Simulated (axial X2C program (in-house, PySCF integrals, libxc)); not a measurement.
# Excited states of GaO⁻ by EOM-EE-CCSD

Computed with an in-house all-electron X2C program for linear molecules (integrals from PySCF): two-component X2C with atomic mean-field Coulomb and Gaunt terms, Gaussian nuclei, basis Ga dyall-acv3z, O dyall-av3z with contracted cores.

R = 1.706 Å (near the PBE0 minimum at charge -1 of the determinant lowest at the starting distance; the state shown can have its own minimum elsewhere).

Hartree–Fock spinors of GaO⁻ (one of each Kramers pair; a window near the gap, which can cut inner shells):

```
  ω  occupied  ε (eV)                    character
3/2       yes  -24.77                     99% Ga d
1/2       yes  -23.46   57% Ga d, 34% O s, 4% Ga p
1/2       yes   -7.46    66% O p, 26% Ga s, 3% O s
1/2       yes   -4.50   81% O p, 10% Ga p, 5% Ga d
3/2       yes   -4.49   82% O p, 10% Ga p, 5% Ga d
1/2       yes   -2.86  41% Ga s, 29% Ga p, 24% O p
1/2        no    3.03                     98% Ga p
3/2        no    3.08                     99% Ga p
1/2        no    3.08                     99% Ga p
1/2        no    4.29   92% Ga s, 3% Ga p, 2% Ga d
1/2        no    5.86   63% Ga d, 30% Ga p, 7% O p
3/2        no    5.87   63% Ga d, 29% Ga p, 7% O p
```

Vertical excitation energies from the closed-shell determinant state of GaO⁻:

```tsv
Ω	excitation (eV)	cm⁻¹	hole of the leading pair	particle of the leading pair	weight of the pair (for Ω = 0 its time-reversed partner can hold as much again)	singles weight
0⁻	2.608	21038	35% Ga sσ, 30% O pσ, 28% Ga pσ	76% Ga pπ, 13% Ga dπ, 9% O pπ	0.47	0.95
0⁺	2.608	21038	35% Ga sσ, 30% O pσ, 28% Ga pσ	76% Ga pπ, 13% Ga dπ, 9% O pπ	0.47	0.95
1	2.617	21111	35% Ga sσ, 31% O pσ, 28% Ga pσ	76% Ga pπ, 13% Ga dπ, 9% O pπ	0.48	0.95
2	2.627	21185	35% Ga sσ, 31% O pσ, 28% Ga pσ	77% Ga pπ, 13% Ga dπ, 9% O pπ	0.94	0.95
1	2.947	23772	34% Ga sσ, 32% O pσ, 28% Ga pσ	72% Ga pσ, 25% Ga sσ	0.93	0.94
0⁻	2.947	23772	34% Ga sσ, 32% O pσ, 28% Ga pσ	72% Ga pσ, 25% Ga sσ	0.47	0.94
1	2.978	24023	36% O pσ, 31% Ga sσ, 27% Ga pσ	92% Ga pπ	0.47	0.93
0⁺	3.076	24813	34% O pσ, 32% Ga sσ, 27% Ga pσ	91% Ga pσ, 7% Ga sσ	0.46	0.93
1	3.246	26182	82% O pπ, 10% Ga pπ	80% Ga pπ, 14% O pπ	0.41	0.92
0⁻	3.247	26188	82% O pπ, 10% Ga pπ	80% Ga pπ, 14% O pπ	0.19	0.92
```

This point took 58 s on 1 thread of Intel(R) Xeon(R) Processor @ 2.30GHz, on a shared host.

Reference electrons by ω block (each with its −ω partner): 1/2: 14, 3/2: 5, 5/2: 1. 10 electrons of GaO⁻ correlated (inner shells frozen), 88 natural virtual spinors (a truncated set); levels can be off by some tenths of an eV. Roots sought by Ω: (0: 5, 1: 4, 2: 3, 3: 1); rows need 60 % singles weight and stop where some Ω has no more roots. Missing are any skipped roots, higher Ω and states of a further excitation; these come out far too high here and may in truth be low or lowest. T1 of the reference 0.035 (Lee–Taylor). The highest Hartree–Fock level of the anion lies at -2.86 eV; relaxation, partly offset by correlation, puts the detachment threshold some tenths of an eV to over one eV lower in magnitude, and states above it are held by the basis set and are not bound. Number of frozen shells: Ga 3 s, 2 p, 1 d; O 1 s. Large amplitudes in the reference (orbital relaxation or multireference character) lower the reliability.
